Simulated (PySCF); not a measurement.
From one molecule to another.

First species: C2H5F3N (charge +1).
Structure used (PBE0-D3(BJ)/def2-SVP), in Å, numbered top down from 1:
```
atom  x, y, z in Å
N1    -1.0852   -0.6023    0.2211
C2     0.3694   -0.5024   -0.0799
C3     0.8254    0.9119    0.2540
F4     0.1056    1.7779   -0.4620
F5     2.0981    1.0594   -0.0051
F6     0.5880    1.1528    1.5438
H7    -1.6218    0.0839   -0.3324
H8    -1.2697   -0.3966    1.2153
H9    -1.4617   -1.5377    0.0167
H10    0.9145   -1.2331    0.5322
H11    0.5315   -0.7124   -1.1454
```

Second species: 4-pyridine carbaldehyde, C6H5NO.
SMILES: `O=CC1=CC=NC=C1`

Levels: PBE0/def2-SVPD for HOMO energy, LUMO energy, HOMO–LUMO gap, static isotropic polarisability and electronic spatial extent ⟨r²⟩ about the centre of nuclear charge; TDDFT PBE0/def2-SVPD for lowest singlet excitation; TDA PBE0/def2-SVPD for lowest triplet excitation (Tamm–Dancoff); ΔSCF PBE0/def2-SVPD for vertical ionisation energy and vertical electron affinity; PBE0-D3(BJ)/def2-SVP for rotational constant A and rotational constant C. Geometries: PBE0-D3(BJ)/def2-SVP. Each species is one conformer at its optimised geometry, gas phase, non-relativistic unless stated. Electronic properties by PySCF.

The conformers computed, where there is a choice (atom-mapped SMILES and torsion angles):
- `[NH3+:1][CH2:2][C:3]([F:4])([F:5])[F:6]`: N1–C2–C3–F4 -58°
- `[O:1]=[CH:2][c:3]1[cH:4][cH:5][n:6][cH:7][cH:8]1`: O1–C2–C3–C4 -179°

Task: Which of the two has the higher T1 energy, and by how much?

Result: The first: 9.47 eV against 3.04 eV, a difference of 6.43 eV.

Task: Which has the higher vertical ionisation energy?

Result: The first: 18.75 eV against 9.73 eV, a difference of 9.02 eV.

Task: Which of the two has the higher S1 energy, and by how much?

Result: The first: 9.68 eV against 3.58 eV, a difference of 6.10 eV.

Task: Which has the higher rotational constant A?

Result: The second: 5.530 GHz against 5.286 GHz, a difference of 0.244 GHz.

Task: Which of the two has the higher HOMO energy, and by how much?

Result: The second: -7.82 eV against -16.25 eV, a difference of 8.43 eV.

Task: Which has the higher HOMO–LUMO gap?

Result: The first: 10.88 eV against 5.29 eV, a difference of 5.59 eV.

Task: Which has the higher LUMO energy?

Result: The second: -2.53 eV against -5.37 eV, a difference of 2.84 eV.

Task: Which of the two has the higher vertical electron affinity, and by how much?

Result: The first: 3.80 eV against 0.71 eV, a difference of 3.09 eV.

On the first: The polarisability is 4.97 Å³ as a volume (1 au = 0.148185 Å³), or 0.67 au for each of the 50 electrons. S1 lies 1.20 eV below the HOMO–LUMO gap; its leading configuration is HOMO→LUMO, weight 0.99.

On the second: S1 lies 1.71 eV below the HOMO–LUMO gap; its leading configuration is HOMO→LUMO, weight 0.49, beside HOMO−1→LUMO, weight 0.45. The vertical singlet–triplet gap S1 − T1 is 0.54 eV (TDDFT singlet less Tamm–Dancoff triplet).
